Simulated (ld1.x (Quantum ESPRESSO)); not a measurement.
**Varying the TM potential for Au**

Base potential:

- Element: Au (Z = 79)
- Generator: ld1.x (Quantum ESPRESSO) 7.5
- Type: norm-conserving Troullier–Martins (Kleinman–Bylander form)
- Functional: Wu–Cohen
- Relativity: scalar-relativistic
- Frozen core: [Kr] 4d10 4f14 5s2
- Valence charge: 17
- Reference configuration: 5p6 5d10 6s0.75 6p0.25
- Partial waves: 5p (bound): rc 1.20 bohr; 5d (bound): rc 1.45 bohr; 6s (bound): rc 2.50 bohr
- Local potential: the s channel
- Core correction: Bessel-smoothed model core inside 0.85 bohr

Occupied shells without a wave of their own: 6p. They enter only through the test configuration that unscreens the potential, and ld1.x also counts them in the model core charge.

Cutoffs, loose and tight: the cutoffs (Ry, on a coarse ladder) from which the occupation-weighted sum of valence levels, in a spherical-Bessel basis at the reference potential, stays within 10 and 1 mRy of its value at 400 Ry. They do not see the model core or the augmentation charge, which bear on the density cutoff. Test errors are all-electron minus pseudo excitation energies from the reference, over the configurations 5p6 5d10 6s1 6p0; 5p6 5d10 6s0 6p0; 5p6 5d9 6s0 6p0; 5p6 5d10 6s0 6p1; 5p6 5d9 6s1 6p1; 5p6 5d9 6s2 6p0; 5p6 5d8 6s0 6p0. A dash means not determined; rows that change the core or the reference have their own tests.

With those shells counted twice in exchange and correlation these files are broken, and their errors move erratically; no question is asked of them.

A true bound ghost makes a file unfit for plane-wave use even where its test errors are small: the radial tests pick states by their node count and pass the ghost by. Where a test does run into it, the solver fails or the error is huge.

| change | outcome | cutoff, loose | cutoff, tight | bound ghosts | largest test error (meV) |
| --- | --- | --- | --- | --- | --- |
| base | generated, misses its reference levels by 0.33 eV | 140 Ry | 200 Ry | none | -483 |
| core [Xe] 4f14, valence charge 11; reference 5d10 6s0.5 6p0; waves now 6p (bound): rc 1.30 bohr; 5d (bound): rc 1.65 bohr; 6s (bound): rc 1.65 bohr; core correction Bessel-smoothed model core inside 0.60 bohr | generated | 45 Ry | 80 Ry | p | -330 over the solved tests; 1 of 7 tests not solved or not reliable |
| wave 6s (bound): rc 2.50 bohr becomes 6s (bound): rc 1.64 bohr | generated, misses its reference levels by 0.25 eV | 140 Ry | 200 Ry | none | -348 |
| wave 5p (bound): rc 1.20 bohr becomes 5p (bound): rc 1.64 bohr | generated, misses its reference levels by 0.33 eV | 55 Ry | 80 Ry | none | -478 |
| fully relativistic | generated, misses its reference levels by 0.61 eV | 140 Ry | 200 Ry | none | -528 |
| functional PBE | generated, misses its reference levels by 0.32 eV | 140 Ry | 200 Ry | none | -479 |
| reference 5p6 5d10 6s0 6p1 | generated, misses its reference levels by 0.45 eV | 140 Ry | 200 Ry | none | +1939 |
| wave 5d (bound): rc 1.45 bohr becomes 5d (bound): rc 2.14 bohr | generated, misses its reference levels by 0.33 eV | 140 Ry | 200 Ry | none | -482 |
| all radii but the core radius scaled by about 0.75 (s 1.88, p 0.90, d 1.10 bohr) | generated, misses its reference levels by 0.31 eV | 230 Ry | over 300 Ry | none | -449 |
| core correction Bessel-smoothed model core inside 1.26 bohr | generated, misses its reference levels by 0.33 eV | 140 Ry | 200 Ry | none | -483 |
